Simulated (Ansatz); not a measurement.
`[NH2][InH][AlH][OH]` + HCl → `[NH2][InH][Cl]` + `[OH][AlH2]`  (cleavage of the In–Al bond)

Gas-phase electronic energies from Ansatz, PBE0-D4/def2-TZVP geometries. CCSD(T)/CBS is the MP2 limit (def2-TZVPP, def2-QZVPP) plus CCSD(T) − MP2 in def2-TZVPP, frozen cores. This one scheme is used for every species. Elements past krypton have def2 core potentials. For In outer-core shells are correlated without core-valence functions, which leaves a few kJ/mol of doubt a bond. Each species was taken in one conformer, which may not be the lowest.

`[NH2][InH][AlH][OH]`:

```xyz
9

N    -1.910   -1.396    0.543
In   -0.456   -0.086    1.040
Al    1.137    0.658   -0.950
O     2.357    1.768   -0.529
H    -2.058   -1.768   -0.381
H    -2.586   -1.765    1.192
H    -0.541    0.303    2.720
H     1.068    0.181   -2.471
H     2.989    2.105   -1.163
```

HCl:

Z-matrix (Å, degrees):
```
Cl
H 1 1.279
```

`[NH2][InH][Cl]`:

Cartesian coordinates in Å:
```
N -1.149 0.102 0.104
In 0.831 0.232 -0.104
Cl 1.830 -1.655 0.851
H -1.776 0.651 -0.463
H -1.552 -0.796 0.322
H 1.817 1.467 -0.710
```

`[OH][AlH2]`:

```xyz
5

O    -0.940   -0.722    0.273
Al    0.313    0.400    0.060
H    -1.077   -1.474   -0.301
H     1.330    0.222   -1.142
H     0.374    1.574    1.111
```

```
              species  CCSD(T)/CBS(def2) energy (Eh)
`[NH2][InH][AlH][OH]`                     -564.77178
                  HCl                     -460.38127
     `[NH2][InH][Cl]`                     -706.15182
         `[OH][AlH2]`                     -319.03157
```

Task: Work out ΔE.

Result: ΔE = (-706.15182) + (-319.03157) − (-564.77178) − (-460.38127) = -0.03034 Eh = -19.0 kcal/mol.

Largest T1 diagnostic among the species: 0.016.

From PBE to PBE0 (25 % exact exchange), in def2-TZVPP and without D4, ΔE moves by −1.7 kcal/mol. In def2-TZVPP, CCSD(T) changes the Hartree–Fock value by +6.8 kcal/mol (the triples alone add +0.5 kcal/mol) and MP2 by +5.5 kcal/mol.
